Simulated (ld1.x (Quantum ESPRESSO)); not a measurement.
## Pseudopotential generation for P: TM, PBE, non-relativistic.

ld1.x (Quantum ESPRESSO) 7.5 input, shortened:

```
&input
   title='P', zed=15., rel=0, dft='PBE', iswitch=3,
   config='[Ne] 3s2 3p3 3d-2'
 /
 &inputp
   pseudotype=2, tm=.true., lloc=-1, rcloc=1.10,
   nlcc=.false.
 /
3
3S  1  0   2.00   0.00  1.40  1.40  0.0
3P  2  1   3.00   0.00  1.30  1.30  0.0
3D  3  2  -2.00  -0.05  1.15  1.15  0.0
 &test
   configts(1)='3s2 3p3'
 /
```

Poles of the logarithmic derivatives, all-electron (AE) and pseudo (PS). s: poles at no energy (AE) and -1.4 (PS) Ry. p: poles at no energy (AE) and 4.0 (PS) Ry. d: poles at no energy (AE) and no energy (PS) Ry. Test radius 1.55 bohr.

- Cutoffs needed: 55 Ry and 100 Ry (the cutoffs (Ry, on a coarse ladder) from which the occupation-weighted sum of valence levels, in a spherical-Bessel basis at the reference potential, stays within 10 and 1 mRy of its value at 400 Ry)
- Ghost test: ghost state, extra bound levels that the all-electron valence spectrum of the same l lacks: s at -19.9 eV; a true bound ghost makes a file unfit for plane-wave use (spherical-Bessel basis up to 400 Ry, 20 bohr box)
- Configuration tests: 2 of 7 tests not solved or not reliable; not counted: 3s2 3p1 (solver errors, printed error -10.0 eV); 3s2 3p0 (solver errors, printed error -16.6 eV)
